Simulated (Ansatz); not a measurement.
Mulliken charges of AlGaH3NO (`[NH2][Al]1[O][GaH]1`) from r2SCAN/def2-TZVPP in Ansatz (PBE0-D4/def2-TZVP geometry).

```tsv
atom	x (Å)	y (Å)	z (Å)	charge (e)
N1	-1.332	1.325	0.297	-0.457
Al2	-0.125	0.089	-0.030	0.331
O3	1.219	-0.587	0.774	-0.469
Ga4	1.295	-1.596	-0.804	0.320
H5	-1.380	1.873	1.142	0.156
H6	-2.071	1.583	-0.335	0.158
H7	2.394	-2.687	-1.045	-0.040
```

Q: By hand: the dipole of these point charges (1 e Å = 4.8032 D).

A: Σ q r = (-0.228, -0.162, -0.599) e Å, of length 0.661 e Å = 3.17 D.

Q: How does the dipole of the full density compare? (Best estimate.)

A: Ansatz gave: (-0.413, 0.240, -0.195) e Å, 2.48 D; the point charges give 1.28 times that, at 60° from its direction.

Point charges leave out the atoms' own dipoles, such as those of lone pairs, and Mulliken's split depends on the basis, so the two needn't agree.
